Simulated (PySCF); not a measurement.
F₃S, SMILES F[S+](F)F, charge +1. Heavy atoms are numbered as in [F:1][S+:2]([F:3])[F:4].

Geometry: B3LYP-D3(BJ)/def2-TZVP. The isomer is the one that the SMILES or the coordinates give; other isomers of the formula were not compared.

Method: PBE/pcSseg-2 (PySCF).

GIAO shieldings, no solvent; atoms alike by connectivity are averaged. δ = σ(ref) − σ: ¹⁹F against CFCl3 (σ = 132.0 ppm); ³³S against H2S (σ = 705.0 ppm), references at their B3LYP-D3(BJ)/def2-TZVP geometries, non-relativistic.

Computed chemical shifts:
| nucleus | atoms | count | δ (ppm) |
|---|---|---|---|
| ¹⁹F | F1 | 3 | 44.0 |
| ³³S | S2 | 1 | 814.4 |
